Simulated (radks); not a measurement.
Results of a calculation; reference values are marked as such.
Species: F+. Configuration: [He] 2s2 2p4 (the NIST ground configuration). Code: a radial shooting solver on a logarithmic mesh with Libxc functionals. Model: Dirac Kohn-Sham, PBEsol, spin-unpolarised, spherical densities, finite nucleus; open shells are shared between the two j in proportion to 2j + 1; Fermi nuclear charge, rms radius 2.8976 fm. Some entries of the table are withheld. Estimate them.

orbital,occ.,eigenvalue (hartree),r(max) (bohr)
1s1/2,2,-25.05788,0.1146
2s1/2,2,-1.73386,0.7534
2p1/2,1.33333,(1),(2)
2p3/2,2.66667,(3),(4)

Answer. 
(1) 2p1/2 eigenvalue (hartree): -1.03884
(2) 2p1/2 r(max) (bohr): 0.6805
(3) 2p3/2 eigenvalue (hartree): -1.03611
(4) 2p3/2 r(max) (bohr): 0.6817
